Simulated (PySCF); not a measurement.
BH2, SMILES [BH2], multiplicity 2. Geometry optimised at PBE0-D3(BJ)/def2-TZVPD. The isomer is the one that the SMILES or the coordinates give; other isomers of the formula were not compared.

Computed with PySCF 2.14.0 with PBE0-D3(BJ)/def2-TZVPD.

Harmonic wavenumbers (cm⁻¹): 979, 2584, 2755. Rotational constants (GHz): 1148, 216.0, 181.8; symmetry number 2.

Task: Work out the zero-point energy and the ideal-gas rigid-rotor harmonic-oscillator thermochemistry at 298.15 K and 1 atm.

Result: ZPE = ½ Σ hcν = ½ × 6317 cm⁻¹ = 37.79 kJ/mol. H − E(el) = 47.81 kJ/mol. Entropy in J/(mol K): translation 140.57, rotation 47.13, vibration 0.43, spin 5.76, total 193.89. G − E(el) = -10.00 kJ/mol. Cp = 34.94 J/(mol K).
